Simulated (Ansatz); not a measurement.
Ansatz results at the PBE0-D4/def2-TZVP geometry: HOMO–LUMO gap (PBE/def2-TZVPP) 6.65 eV; HOMO–LUMO gap (B3LYP/def2-TZVPP) 8.69 eV; HOMO–LUMO gap (ωB97M-V/def2-TZVPP) 13.64 eV.

Each molecule was computed in one conformer, which needn't be the lowest.

Which molecule gave them?
A. `FC[N]1[CH2][AlH]1`
B. `BNC(F)S`
C. `CC(Cl)OCF`
D. `CB1CN1[SiH3]`

C. The others give `BNC(F)S`: 4.85, 6.64, 11.25; `CB1CN1[SiH3]`: 5.64, 7.48, 11.70; `FC[N]1[CH2][AlH]1`: 3.76, 5.32, 9.60.

B3LYP here is the variant with VWN-RPA as its local correlation; programs differ in this.
